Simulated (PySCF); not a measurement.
GeH3, SMILES [GeH3-], charge -1.

Coordinates come from a r2SCAN-D4/def2-TZVPD optimisation.

The numbers are results of PBE/def2-TZVPD (PySCF), not measurements.

Symmetry labels are those of the subgroup Cs that the program uses (full group C3v).

Q: List the valence orbital energies around the gap with their symmetry. (An estimate is asked for; the answer gives what the named calculation found.)

A: 
```
orbital  symmetry  energy (eV)
-------  --------  -----------
HOMO−7         A'       -22.37
HOMO−6         A"       -22.29
HOMO−5         A'       -22.29
HOMO−4         A'       -22.24
HOMO−3         A'        -6.54
HOMO−2         A"        -1.32
HOMO−1         A'        -1.32
HOMO           A'         0.95
LUMO           A'         4.22
LUMO+1         A"         5.30
LUMO+2         A'         5.30
LUMO+3         A'         6.38
```
